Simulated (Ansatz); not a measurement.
A made-up structure of LiBSiH₃S (charge -1), closed shell:

```xyz
7
angstrom
Li -1.5414 -0.4637 1.5093
B -0.7762 -0.1923 -0.4202
Si 0.7549 -0.3842 0.7876
S -0.8196 0.0094 -2.1911
H 1.8232 0.7026 0.7585
H 0.0992 0.0314 2.1511
H -1.7964 -0.0789 -0.9386
```

It is relaxed with PBE-D4/def2-SVPD and then PBE0-D4/def2-TZVPD (Ansatz 0.2.0). Atoms count as bonded within 1.22 times the sum of their covalent radii (H–H: 0.88 Å). The end point is not checked to be a true minimum.

Problem. Does its bonding change? (A judgement: the text doesn't fix the answer.)

Solution. The calculation gives: Yes. Formed: Li1–H7; broken: S4–H7.

Where it ends: The first stage lowers the energy by 2.11 eV in 11 steps. It ends as LiBSiH₃S ([S][B]12[H][Li]13[H][SiH]32), total charge -1:
Li1  (-1.492, -0.572, 1.359)
B2  (-0.731, -0.086, -0.625)
Si3  (0.676, -0.462, 0.819)
S4  (-0.489, 0.242, -2.301)
H5  (1.795, 0.529, 0.658)
H6  (-0.067, 0.273, 2.014)
H7  (-1.949, -0.300, -0.267)
(Å)

Labels in which every atom is bracketed show which atoms are joined, not bond orders.

For scale, one of the runs: PBE0-D4/def2-TZVPD relaxation, 170 basis functions, launched by `ansatz run in.yaml --threads 2 --pin off --events-out ev --progress --plain --max-ram 4352MiB`. Hardware: 2 CPU threads of an Arm Neoverse V2, shared host. Wall time about 52 s.
